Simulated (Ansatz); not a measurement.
H₆N₃NbO, SMILES `[NH2][Nb]([NH2])([NH2])=[O]` at its PBE0-D4/def2-TZVP geometry, where that method's forces vanish. The species carries charge 0 and has multiplicity 1. Nb takes the def2 core potential.

```xyz
11

N     1.0515    1.2069    1.0051
Nb    0.3496   -0.1781   -0.2335
N    -0.5372   -1.6306    0.7907
N    -0.9271    0.6339   -1.5203
O     1.6486   -0.8398   -1.1009
H     2.0133    1.5131    1.0159
H     0.5497    1.6396    1.7668
H    -1.4343   -1.5784    1.2507
H    -0.1837   -2.5746    0.8439
H    -1.6931    1.2519   -1.2956
H    -0.8375    0.5562   -2.5227
```

Q: What forces (eV/Å) does PBE-D4/def2-TZVPP give on these atoms in the Gaussian-basis code of Ansatz? (Best estimate.)

A: The calculation gave: 
```
N1  -0.033 -0.011 -0.053
Nb2 -0.484  0.247  0.324
N3   0.037  0.052  0.003
N4   0.011 -0.048  0.040
O5   0.769 -0.392 -0.514
H6   0.329  0.120  0.026
H7  -0.157  0.162  0.269
H8  -0.310 -0.002  0.167
H9   0.100 -0.335  0.031
H10 -0.271  0.215  0.058
H11  0.011 -0.009 -0.351
```
